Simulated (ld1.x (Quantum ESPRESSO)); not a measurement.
bromine, TM: configuration errors across variants

```json
{"Element": "Br", "Generator": "ld1.x (Quantum ESPRESSO) 7.5", "Type": "norm-conserving Troullier–Martins (Kleinman–Bylander form)", "Functional": "LDA (PZ)", "Relativity": "scalar-relativistic", "Frozen core": "[Ar] 3d10", "Valence charge": "7", "Reference configuration": "4s2 4p4.75 (charge +0.25)", "Partial waves": "4p (bound): rc 1.25 bohr; 4d channel at 0.2 Ry: rc 1.15 bohr; 4s (bound): rc 1.35 bohr", "Local potential": "the s channel", "Core correction": "none"}
```

All-electron excitation energies from the reference (eV): (1) 4s2 4p5 -2.284; (2) 4s2 4p4 10.424; (3) 4s2 4p3 33.368; (4) 4s1 4p6 10.134; (5) 4s1 4p5 23.467; (6) 4s2 4p5.3 -4.292; (7) 4s2 4p2 67.589; (8) 4s2 4p4.75 spin -0.246; (9) 4s2 4p5 spin -2.436.

Spin tests fill each open shell by Hund’s rule, majority spin first.

A true bound ghost makes a file unfit for plane-wave use even where its test errors are small: the radial tests pick states by their node count and pass the ghost by. Where a test does run into it, the solver fails or the error is huge.

Errors AE − PS in meV (a dash: test not solved or not reliable):

| change | (1) | (2) | (3) | (4) | (5) | (6) | (7) | (8) | (9) | bound ghosts |
| --- | --- | --- | --- | --- | --- | --- | --- | --- | --- | --- |
| base | +0.3 | -2.2 | -3.8 | +5.6 | +0.4 | +0.4 | +15 | +34 | +21 | p, d |
| all radii scaled by about 0.89 (s 1.20, p 1.12, d 1.02 bohr) | -0.2 | -6.6 | -28 | +5.6 | -21 | -1.7 | -36 | +35 | +21 | p |
| all radii scaled by about 1.14 (s 1.54, p 1.42, d 1.30 bohr) | +0.4 | -1.8 | -0.4 | +2.7 | +0.2 | +0.6 | +26 | +35 | +21 | p, d |
| all radii scaled by about 1.23 (s 1.66, p 1.54, d 1.42 bohr) | +0.3 | -3.0 | -6.6 | +0.9 | -6.4 | +0.2 | +16 | +35 | +22 | p, d |
| all radii scaled by about 1.39 (s 1.86, p 1.74, d 1.60 bohr) | +5.6 | +60 | +398 | +6.1 | +183 | +23 | +1055 | +37 | +27 | d |

(1) Give the same row for: all radii scaled by about 0.80 (s 1.08, p 1.00, d 0.92 bohr).

Answers

(1) –, -34, -127, -18, -133, –, -189, +40, –; bound ghosts: p. Not counted: 4s2 4p5.3 (solver errors, printed error -293 eV).
